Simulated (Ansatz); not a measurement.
Isolated molecules relaxed with PBE0-D4/def2-TZVP in Ansatz; ΔE leaves out vibrations. CCSD(T)/CBS is the MP2 limit (def2-TZVPP, def2-QZVPP) plus CCSD(T) − MP2 in def2-TZVPP, frozen cores. This one scheme is used for every species. DFT in def2-TZVPP. Elements past krypton have def2 core potentials. For Sn outer-core shells are correlated without core-valence functions, which leaves a few kJ/mol of doubt a bond. Each species was taken in one conformer, which may not be the lowest.

Consider the cleavage of the Sn–Si bond: `[CH3][SnH2][SiH2]N` + `[OH][AlH2]` → `[CH3][SnH2][O][AlH2]` + `N[SiH3]`.

CCSD(T)/CBS gives -20.2 kJ/mol.

(1) Another level gave -39.9 kJ/mol. Which?
A. HF/def2-TZVPP
B. MP2/def2-TZVPP
C. PBE0/def2-TZVPP
D. r2SCAN-D4/def2-TZVPP

Largest T1 diagnostic among the species: 0.013.

Answers

(1) A. HF/def2-TZVPP -39.9, MP2/def2-TZVPP -21.6, PBE0 -4.4, r2SCAN-D4 -14.2 kJ/mol.

In def2-TZVPP, CCSD(T) changes the Hartree–Fock value by +18.7 kJ/mol (the triples alone add +1.1 kJ/mol) and MP2 by +18.2 kJ/mol. From PBE to PBE0 (25 % exact exchange), in def2-TZVPP and without D4, ΔE moves by −3.1 kJ/mol.
